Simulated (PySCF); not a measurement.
PySCF input for ClH₄NSn, SMILES [NH2][SnH2][Cl], C-PCM-PBE0/def2-SVP. Geometry: B3LYP-D3(BJ)/def2-SVP. The def2 effective core potentials stand for the cores of Sn; spin–orbit coupling is left out. Other conformers were not sampled.

```python
import numpy as np
from pyscf import gto, scf, dft
from pyscf.solvent import pcm

mol = gto.M(
    atom='''
    Sn   -0.33332685    0.34471871   -0.00000000
    N     1.25052623    1.62993632    0.00000000
    Cl    0.38955758   -1.93372411    0.00000000
    H    -1.20185393    0.57813716   -1.45528770
    H    -1.20185394    0.57813717    1.45528768
    H     1.84694407    1.53577285   -0.82288222
    H     1.84694407    1.53577285    0.82288222
    ''',
    basis='def2-SVP',
    ecp={'Sn': 'def2-svp'},
    charge=0,
    spin=0,
    max_memory=1600,
    verbose=3,
)
mf = dft.RKS(mol, xc='pbe0').density_fit(auxbasis='def2-universal-jkfit')
mf.grids.level = 3
mf.conv_tol = 1e-9
mf.max_cycle = 100
mf.kernel()
res = {}
for name, eps in {'water': 78.355, 'N,N-dimethylformamide': 37.219, 'benzene': 2.2706}.items():
    s = mf.PCM()
    s.with_solvent.method, s.with_solvent.eps, s.with_solvent.lebedev_order = 'C-PCM', eps, 29
    s.kernel(mf.make_rdm1())
    res[name] = (s.e_tot, eps, s.dip_moment(), s.mo_energy, s.converged)
    print(f'{name}: electrostatic solvation free energy {(s.e_tot - mf.e_tot) * 627.509474:.3f} kcal/mol')
```

Program output:

```
converged SCF energy = -731.282051830434

WARN: PCM is an experimental feature. It is still in testing.
Features and APIs may be changed in the future.

converged SCF energy = -731.290994524809
Dipole moment(X, Y, Z, Debye):  0.06707,  2.36071,  0.00000
water: electrostatic solvation free energy -5.612 kcal/mol

WARN: PCM is an experimental feature. It is still in testing.
Features and APIs may be changed in the future.

converged SCF energy = -731.290851256031
Dipole moment(X, Y, Z, Debye):  0.06797,  2.35099,  0.00000
N,N-dimethylformamide: electrostatic solvation free energy -5.522 kcal/mol

WARN: PCM is an experimental feature. It is still in testing.
Features and APIs may be changed in the future.

converged SCF energy = -731.286868118268
Dipole moment(X, Y, Z, Debye):  0.08982,  2.09404,  0.00000
benzene: electrostatic solvation free energy -3.022 kcal/mol
```

Self-consistency was reached.
